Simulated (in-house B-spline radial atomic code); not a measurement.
The numbers below are computed, except where a source is named.
**Correlation energy from the adiabatic connection: −Z/r, Z = 7.34, wall at 0.761 bohr**

Two electrons in a singlet, external potential −Z/r, Z = 7.34, wall at 0.761 bohr (atomic units). Full CI in B-splines (partial waves to l = 8, correlation up to 0.6 % small) with the density held fixed gives W(λ) = <V_ee>_λ − U, and E_c is the integral of W(λ) − W(0) from 0 to 1.

```json
{"λ": "0", "W(λ) − W(0) (hartree)": "0.00000"}
{"λ": "0.02", "W(λ) − W(0) (hartree)": "-0.00186"}
{"λ": "0.05", "W(λ) − W(0) (hartree)": "-0.00464"}
{"λ": "0.12", "W(λ) − W(0) (hartree)": "-0.01109"}
{"λ": "0.25", "W(λ) − W(0) (hartree)": "-0.02294"}
{"λ": "0.4", "W(λ) − W(0) (hartree)": "-0.03643"}
{"λ": "0.6", "W(λ) − W(0) (hartree)": "-0.05410"}
{"λ": "0.8", "W(λ) − W(0) (hartree)": "-0.07141"}
{"λ": "1", "W(λ) − W(0) (hartree)": "-0.08839"}
```

Task: Integrate the table by the trapezoid rule.

Result: The strips give -0.00002, -0.00010, -0.00055, -0.00221, -0.00445, -0.00905, -0.01255, -0.01598, which sum to -0.04492 hartree. The direct value, W(1) − W(0) + T_c with T_c = 0.04345, is -0.04493; the curve is convex, so chords lie above it and the trapezoids fall short in size by 0.04 %.

Task: Now use only three numbers: W(0) = -4.4633, the initial slope W'(0) = -0.09295 (extrapolated from the first points) and the strong-coupling limit of the point-charge-plus-continuum model, W∞ = -6.1803. What do second-order theory and the interpolation W(λ) = W∞ + (W(0) − W∞)/√(1 + 2χλ) of Seidl, Perdew and Levy give?

Result: Second order keeps the slope alone: E_c = W'(0)/2 = -0.04648, +3 % in size against -0.04493. Matching the slope fixes χ = W'(0)/(W∞ − W(0)) = -0.09295/(-1.71700) = 0.05414. Integrating, with s = √(1 + 2χ) = 1.052744, E_c = −(W(0) − W∞)(s − 1)/(s + 1) = −1.71700 × 0.052744/2.052744 = -0.04412 hartree, -1.8 % in size against the full result. At λ = 1 the formula gives W − W(0) = -0.08602 against -0.08839. Part of the miss can come from the model's W∞.
